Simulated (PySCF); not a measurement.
**Cs³⁸⁺: fine-structure interval**

Cs³⁸⁺ [Ne] 3s2 3p5 [3p1/2^2 3p3/2^3, M_J = 3/2] → Cs³⁸⁺ [Ne] 3s2 3p5 [3p1/2^1 3p3/2^4, M_J = 1/2], as a difference of total energies. All numbers are calculated (PySCF 2.14, the two-component X2C-1e Hamiltonian, in an even-tempered Gaussian basis (19 s from 7.7 bohr⁻², ratio 2.4; 14 p from 10 bohr⁻², ratio 2.4; 4 d from 39 bohr⁻², ratio 2.6; 4 f from 58 bohr⁻², ratio 2.6)). Correlated levels: 1s2 frozen; the 56 highest virtual spinors dropped. "Screened" scales the spin-orbit matrix elements by Boettger's factors to mimic the two-electron term; Breit and QED terms are absent.

| method | fine-structure interval (cm⁻¹) |
| --- | --- |
| GHF (screened spin-orbit) | 696720 |
| GMP2 (screened spin-orbit) | 697950 |
| GHF (bare spin-orbit) | 724470 |
